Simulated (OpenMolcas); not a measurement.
Nb4+ among 2 point charges of -3 e arranged as a linear pair (D∞h).

* Program: OpenMolcas
* Method: SS-CASPT2, IPEA 0.25 Eh, imaginary shift 0.1 Eh (closed shells correlated: 4s 4p)
* Basis: ANO-RCC-VTZP [7s6p4d2f1g]
* Scalar Hamiltonian: DKH2, point nucleus
* Active space: 1 electron in 5 orbitals (4d)
* State averaging: 2S+1 = 2 even, 5 roots
* Spin-orbit coupling: RASSI with atomic mean-field integrals over the reference wave functions

All point charges move together. At R = 2.02 Å the first state of the same spin is 23220 cm-1, and at R = 2.37 Å it is 15310 cm-1.

Task: A third run gives 19320 cm-1. What distance was it run at?

Result: With a power law R^-n the two known points give n = -ln(15310 / 23220) / ln(2.37 / 2.02) = 2.61. Then R = 2.02 × (23220 / 19320)^(1/2.61) = 2.167 Å. The run was at 2.17 Å, so the estimate is off by -0.003 Å.

Free-ion shares, where given, are those of the reference states; single-state CASPT2 does not remix them. Point charges carry no covalency, so the field is a model and not that of real ligands. No measured value stands beside these numbers.
